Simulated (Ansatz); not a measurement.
Cu2H3. The state is a doublet with charge 0. Geometry PBE-D4/def2-TZVP, basis def2-TZVP, Ansatz.

```xyz
5

Cu   -0.939    0.045   -0.747
Cu    0.626    0.017    1.024
H    -0.796   -0.107   -2.238
H     2.121   -0.159    1.064
H    -1.012    0.203    0.897
```

```json
{"run": "A", "HOMO (eV)": "-8.36", "LUMO (eV)": "-4.09"}
{"run": "B", "HOMO (eV)": "-7.23", "LUMO (eV)": "-4.88"}
{"run": "C", "HOMO (eV)": "-6.84", "LUMO (eV)": "-5.24"}
{"run": "D", "HOMO (eV)": "-6.66", "LUMO (eV)": "-5.66"}
{"run": "E", "HOMO (eV)": "-6.71", "LUMO (eV)": "-5.80"}
{"run": "F", "HOMO (eV)": "-9.07", "LUMO (eV)": "-3.16"}
```

HSE06 is defined as in plane-wave codes, on full-range PBE exchange. The structure comes from a short search, and lower isomers may exist.

HOMO and LUMO are taken over both spins.

The runs used B97M-V, CAM-B3LYP, HSE06, PBE0, r2SCAN, ωB97M-V. Estimate which is which.

A CAM-B3LYP (range-separated); B PBE0 (25 % exact exchange); C HSE06 (range-separated); D r2SCAN (0 % exact exchange); E B97M-V (0 % exact exchange); F ωB97M-V (range-separated). Exact exchange lowers occupied and raises empty levels; among semilocal functionals meta-GGAs tend to open the gap a little, and such runs are hard to tell apart. The gap grows from 0.90 eV (B97M-V) to 5.91 eV (ωB97M-V).
